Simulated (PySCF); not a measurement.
Computed shifts of a molecule C₂H₈FNSi, PBE/pcSseg-1 in PySCF, GIAO, gas phase, atoms alike by connectivity averaged where their shifts nearly agree, in ppm (number of nuclei): ¹³C: 41.8 (1), 18.0 (1). ¹⁵N: 48.4 (1). ²⁹Si: 12.5 (1). ¹⁹F: -252.5 (1). ¹H: 5.44 (1), 5.14 (1), 3.43 (1), 1.53 (1), 1.31 (3), 0.53 (1). References: ¹³C against TMS (σ = 182.0 ppm); ¹⁵N against NH3 (σ = 267.0 ppm); ²⁹Si against TMS (σ = 335.4 ppm); ¹⁹F against CFCl3 (σ = 133.6 ppm); ¹H against TMS (σ = 31.49 ppm), references at their B3LYP-D3(BJ)/def2-TZVP geometries, non-relativistic. Geometry optimised at PBE0-D3(BJ)/def2-SVP. One conformer was computed; it need not be the lowest.

Q: Which structure fits?
A) C[C@@H](N)[SiH2]F
B) C[C@H](F)[SiH2]N
C) CN[Si@H](C)F
D) NC[SiH2]CF

A: A, C[C@@H](N)[SiH2]F
